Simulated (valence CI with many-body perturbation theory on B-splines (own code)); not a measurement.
**Energy levels of Bi¹¹⁺**

Computed by configuration interaction combined with many-body perturbation theory (CI+MBPT): four valence electrons over a frozen Dirac-Fock core [Xe] 4f14, a basis of 7 s, 7 p, 8 d, 6 f, 4 g, 1 h functions for each j, with the one-electron correlation potential Σ1, the two-electron term Σ2, the three-electron term Σ3, Breit, model QED; selected CI, second order for the rest, scaled by the run's own slope (own B-spline code, finite nucleus).

No measured levels were compared; by estimate terms of the open shell hold to 2 to 4 % of their energy, and close levels can change places. Only levels of the ground parity were solved; by the run's estimate the other parity begins above the list, which can be wrong where configurations are misplaced.

Levels 1 to 32 of 32, with energies above the lowest level, (5d3/2^4) J=0. "Leading %" is the weight of the configuration and term that name the level; weights of strongly mixed levels are sums over their largest components and can fall short, so below about 35 % the name and the second component can differ from the true leading terms, or belong to a minority configuration. In the jj column 3d3/2^4 stands for four electrons in 3d with j = 3/2. Lifetimes count E1, E2, E3, M1 and M2 decay at the calculated energies, and are blank where another channel may lead or the interval is too uncertain; long ones can be off by a factor of two.

| No. | Configuration | Term | J | E (cm⁻¹) | Leading % | Lifetime | Second component | g | Leading jj |
| --- | --- | --- | --- | --- | --- | --- | --- | --- | --- |
| 1 | 5d4 | 3P | 0 | 0.0 | 50 |  | 41 % 5d4 5D |  | 5d3/2^4 (92 %) |
| 2 | 5d4 | 5D | 1 | 20922 | 72 | 3.46 ms | 28 % 5d4 3P | 1.499 | 5d3/2^3 5d5/2 (93 %) |
| 3 | 5d4 | 5D | 2 | 33044 | 73 | 15.7 ms | 8 % 5d4 3D | 1.389 | 5d3/2^3 5d5/2 (62 %) |
| 4 | 5d4 | 3F | 4 | 37699 | 31 |  | 21 % 5d4 5D | 1.150 | 5d3/2^3 5d5/2 (90 %) |
| 5 | 5d4 | 5D | 3 | 39015 | 54 | 165 ms | 21 % 5d4 3F | 1.304 | 5d3/2^3 5d5/2 (65 %) |
| 6 | 5d4 | 5D | 0 | 55751 | 55 | 637 μs | 26 % 5d4 3P |  | 5d3/2^2 5d5/2^2 (89 %) |
| 7 | 5d4 | 5D | 4 | 58446 | 42 | 3.05 ms | 42 % 5d4 3H | 1.147 | 5d3/2^2 5d5/2^2 (86 %) |
| 8 | 5d4 | 3F | 2 | 61966 | 39 | 1.23 ms | 22 % 5d4 1D | 1.018 | 5d3/2^2 5d5/2^2 (68 %) |
| 9 | 5d4 | 3G | 3 | 62008 | 53 | 2.27 ms | 30 % 5d4 5D | 1.023 | 5d3/2^2 5d5/2^2 (68 %) |
| 10 | 5d4 | 3H | 5 | 67473 | 71 | 4.58 ms | 29 % 5d4 3G | 1.081 | 5d3/2^2 5d5/2^2 (99 %) |
| 11 | 5d4 | 3P | 1 | 69903 | 56 | 1.31 ms | 27 % 5d4 3D | 1.232 | 5d3/2^2 5d5/2^2 (84 %) |
| 12 | 5d4 | 3H | 6 | 71894 | 58 | 1.15 s | 42 % 5d4 1I | 1.096 | 5d3/2^2 5d5/2^2 (96 %) |
| 13 | 5d4 | 3G | 4 | 76926 | 62 | 8.56 ms | 32 % 5d4 1G | 1.031 | 5d3/2^2 5d5/2^2 (93 %) |
| 14 | 5d4 | 3D | 2 | 78029 | 40 | 6.75 ms | 31 % 5d4 3P | 1.137 | 5d3/2^2 5d5/2^2 (90 %) |
| 15 | 5d4 | 3F | 3 | 78148 | 42 | 2.53 ms | 36 % 5d4 3D | 1.146 | 5d3/2^2 5d5/2^2 (86 %) |
| 16 | 5d4 | 3F | 4 | 89510 | 42 | 1.06 ms | 28 % 5d4 5D | 1.210 | 5d3/2 5d5/2^3 (61 %) |
| 17 | 5d4 | 3F | 2 | 92896 | 37 | 853 μs | 30 % 5d4 1D | 1.035 | 5d3/2^2 5d5/2^2 (76 %) |
| 18 | 5d4 | 3F | 3 | 96311 | 48 | 696 μs | 20 % 5d4 3G | 1.120 | 5d3/2 5d5/2^3 (88 %) |
| 19 | 5d4 | 3G | 5 | 102310 | 71 | 1.57 ms | 29 % 5d4 3H | 1.151 | 5d3/2 5d5/2^3 (99 %) |
| 20 | 5d4 | 3D | 1 | 102600 | 69 | 513 μs | 21 % 5d4 3P | 0.807 | 5d3/2 5d5/2^3 (88 %) |
| 21 | 5d4 | 3F | 4 | 103980 | 48 | 1.49 ms | 38 % 5d4 1G | 1.113 | 5d3/2^2 5d5/2^2 (70 %) |
| 22 | 5d4 | 1I | 6 | 104560 | 58 | 1.63 ms | 42 % 5d4 3H | 1.069 | 5d3/2 5d5/2^3 (96 %) |
| 23 | 5d4 | 3P | 2 | 108090 | 61 | 2.55 ms | 22 % 5d4 3D | 1.340 | 5d3/2^2 5d5/2^2 (61 %) |
| 24 | 5d4 | 1S | 0 | 113100 | 54 | 858 μs | 45 % 5d4 3P |  | 5d3/2 5d5/2^3 (78 %) |
| 25 | 5d4 | 3F | 2 | 115460 | 59 | 779 μs | 33 % 5d4 3P | 0.980 | 5d3/2 5d5/2^3 (59 %) |
| 26 | 5d4 | 1F | 3 | 116070 | 44 | 1.01 ms | 32 % 5d4 3D | 1.087 | 5d3/2 5d5/2^3 (92 %) |
| 27 | 5d4 | 3F | 3 | 132200 | 70 | 1.25 ms | 27 % 5d4 1F | 1.065 | 5d3/2 5d5/2^3 (98 %) |
| 28 | 5d4 | 3P | 1 | 132530 | 94 | 716 μs |  | 1.460 | 5d3/2 5d5/2^3 (95 %) |
| 29 | 5d4 | 1G | 4 | 134940 | 77 | 602 μs | 15 % 5d4 3F | 1.034 | 5d3/2 5d5/2^3 (69 %) |
| 30 | 5d4 | 3P | 0 | 135430 | 52 | 1.41 ms | 45 % 5d4 1S |  | 5d3/2^2 5d5/2^2 (60 %) |
| 31 | 5d4 | 1D | 2 | 136620 | 54 | 787 μs | 24 % 5d4 3P | 1.085 | 5d3/2 5d5/2^3 (46 %) |
| 32 | 5d4 | 3F | 4 | 141390 | 54 | 484 μs | 24 % 5d4 1G | 1.160 | 5d5/2^4 (70 %) |

The ionisation energy to 5d3 4F_3/2 of the next ion comes out as 209.02 eV (NIST: 208 ± 2.5 eV (theoretical)). All 32 levels together are meant to be complete up to 142090 cm⁻¹.
